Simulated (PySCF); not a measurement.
Species: `C(CS[Si@@H](C#CCC)O)=O`. The columns A, B, C and D hold Mulliken, IAO, Hirshfeld and ESP-fitted charges (e) of one PBE0/pcSseg-1 density (PySCF), in a shuffled order. Coordinates in Å (GFN2-xTB); the density's dipole moment is (2.39, 4.19, -1.02) D.

```
atom       x       y       z       A       B       C       D
  C1   2.029   2.014   0.329  -0.409  -0.294  -0.244  -0.108
  C2   2.222   0.820   1.266  -0.272  -0.212  +0.235  -0.045
  C3   1.267  -0.231   0.981  +0.006  +0.019  -0.001  -0.013
  C4   0.463  -1.099   0.747  -0.414  -0.485  -0.440  -0.183
 Si5  -0.787  -2.372   0.265  +1.077  +0.925  +0.764  +0.397
  O6  -2.169  -2.263   1.086  -0.789  -0.533  -0.661  -0.311
  S7  -1.082  -2.008  -1.872  -0.198  -0.285  -0.353  -0.108
  C8  -1.088  -0.180  -1.938  -0.397  -0.419  -0.228  -0.083
  C9  -2.296   0.449  -1.326  +0.280  +0.283  +0.565  +0.145
 O10  -2.924   0.020  -0.397  -0.383  -0.381  -0.480  -0.180
 H11   2.762   2.786   0.554  +0.148  +0.124  +0.058  +0.048
 H12   2.155   1.711  -0.709  +0.145  +0.128  +0.072  +0.043
 H13   1.033   2.436   0.448  +0.146  +0.124  +0.075  +0.043
 H14   2.096   1.138   2.305  +0.170  +0.159  +0.019  +0.061
 H15   3.232   0.415   1.152  +0.170  +0.158  +0.005  +0.061
 H16  -0.343  -3.744   0.355  -0.123  -0.076  -0.062  -0.064
 H17  -2.792  -1.562   0.871  +0.374  +0.271  +0.449  +0.143
 H18  -0.993   0.100  -2.986  +0.175  +0.174  +0.166  +0.057
 H19  -0.209   0.175  -1.390  +0.184  +0.224  +0.090  +0.047
 H20  -2.581   1.406  -1.805  +0.111  +0.096  -0.030  +0.051
```

Q: Which column most likely holds the ESP-fitted charges?

A: C. Σ q r misses the density's dipole by 0.02 D (C), 1.62 D (B), 1.83 D (D), 2.08 D (A). Charges fitted to the outside potential are the only set here that is tied to the molecule's multipoles.

Q: And the Hirshfeld charges?

A: D. The mean sizes are 0.110 e (D), 0.250 e (C), 0.268 e (B), 0.298 e (A), and Hirshfeld charges are commonly the smallest of these schemes.

As computed, A = IAO, B = Mulliken, C = ESP-fitted, D = Hirshfeld. Hydrogens on carbon: IAO +0.11 to +0.18, Mulliken +0.10 to +0.22, ESP-fitted -0.03 to +0.17, Hirshfeld +0.04 to +0.06 e.

The ESP scheme is a least-squares fit of atom-centred charges to the potential on four shells outside the van der Waals surface, with the total charge fixed. The Mulliken scheme counts on each atom the diagonal of the density matrix times the overlap matrix over that atom's basis functions.

One conformer (not necessarily the lowest) at the GFN2-xTB geometry, without solvent, vibrations or thermal averaging. GFN2-xTB frequencies show an imaginary mode (25i cm⁻¹), so this geometry is no minimum at that level.

Shape of the structure used: `[CH3:1][CH2:2][C:3]#[C:4][Si@@H:5]([OH:6])[S:7][CH2:8][CH:9]=[O:10]`: C4–Si5–S7–C8 -41°, Si5–S7–C8–C9 -70°, S7–C8–C9–O10 32°, H–O6–Si5–C4 75°.
